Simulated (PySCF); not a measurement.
**Dipole response of Rh³⁷⁺ (rhodium, charge +37)**

[He] 2s2 2p4, high-spin 3P determinant. All numbers are calculated (PySCF 2.14, scalar relativity by spin-free X2C-1e, in an uncontracted even-tempered set (19 s from 13 bohr⁻², ratio 2.2; 12 p from 17 bohr⁻², ratio 2.2; 6 d from 75 bohr⁻², ratio 2.4; 5 f from 110 bohr⁻², ratio 2.4; 4 g from 170 bohr⁻², ratio 2.4)). Coupled (time-dependent) response in atomic units; α is the mean over directions.

```
method  mean α (bohr³)                   α xx, yy, zz  C₆ (like pair)      S(−4)
   UHF       0.0007758  0.001046, 0.0002357, 0.001046       1.277e-05  4.251e-06
  PBE0       0.0007706  0.001038, 0.0002366, 0.001038       1.265e-05  4.309e-06
```

S(−4) is the Cauchy moment in α(ω) = α(0) + S(−4) ω² + …

Spin-orbit coupling is absent.

α(iu) at UHF:

```
u (hartree)  α(iu) (bohr³)
          0      0.0007758
       3.00      0.0007400
       6.00      0.0006559
       12.0      0.0004846
       18.0      0.0003793
       24.0      0.0003207
       30.0      0.0002860
       45.0      0.0002409
       60.0      0.0002158
       90.0      0.0001797
        150      0.0001251
```

A single London oscillator, α(iu) = α/(1 + u²/ω²), gives C₆ = (3/4) ω α². Matching the computed C₆ needs ω = 4 × 1.277e-05 / (3 × 0.0007758²) = 28.3 hartree.

For an ion, C₆ is the dispersion term alone; charge-induced terms of lower order in 1/R come first.

The components differ because the open shell of this determinant is not spherical; for a pure term their mean is the scalar polarisability.

Spin-orbit coupling is strong in this species (close to jj coupling), so the high-spin LS determinant is a model state, not a physical level.
